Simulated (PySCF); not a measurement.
**Spinor energies of Se⁻ (selenium, charge -1)**

Start: [Ar] 3d10 4s2 4p5; 4p1/2 filled at m_j = -1/2, +1/2; 4p3/2 filled at m_j = -1/2, +1/2, +3/2. Calculated with PySCF 2.14 in x2c-TZVPall-2c with one added diffuse shell each of s, p, d type (7s8p5d1f, 63 functions): generalised Hartree-Fock with the X2C-1e Hamiltonian and a Gaussian nucleus; one run each with spin-orbit coupling (SO) switched off, then screened by Boettger's factors.

| spinor shell | electrons | ε, spin-free (eV) | ε, screened SO (eV) | weight of nominal j (screened SO) | rms radius, screened SO (bohr) |
| --- | --- | --- | --- | --- | --- |
| 1s1/2 | 2 | -12729.3 | -12728.9 | 1.000 | 0.0508 |
| 2s1/2 | 2 | -1688.2 | -1688.1 | 1.000 | 0.212 |
| 2p1/2 | 2 | -1478.8 | -1507.4 | 1.000 | 0.187 |
| 2p3/2 | 4 | -1478.8 | -1465.0 | 1.000 | 0.190 |
| 3s1/2 | 2 | -242.52 | -242.45 | 1.000 | 0.612 |
| 3p1/2 | 2 | -174.71 | -178.97 | 1.000 | 0.629 |
| 3p3/2 | 4 | -174.71 | -172.58 | 1.000 | 0.639 |
| 3d3/2 | 4 | -62.395 | -62.923 | 0.997 | 0.695 |
| 3d5/2 | 6 | -62.395 | -61.948 | 0.998 | 0.698 |
| 4s1/2 | 2 | -15.829 | -15.800 | 1.000 | 2.04 |
| 4p1/2 | 2 | -2.762 | -3.207 | 0.697 | 2.75 |
| 4p3/2 | 3 | -2.762 | -2.470 | 0.798 | 2.89 |

```
   quantity    spin-free  screened SO
E (hartree)  -2428.03731  -2428.15647
        M_J          3/2          3/2
       ⟨J²⟩        3.774        3.774
       ⟨L²⟩        2.013        2.017
       ⟨S²⟩        0.761        0.762
```

Each row is a mean over spinors that exchange with the open shell spreads, by up to 2.581 eV (4s1/2).

Rows whose weight is well below 1 are mixtures of j = l ± 1/2: exchange outweighs spin-orbit coupling there, and the label is only the starting occupation.

Without spin-orbit coupling the j labels of p, d and f shells carry no meaning; the spin-free column gives the mean over the occupied spinors of each nl shell.
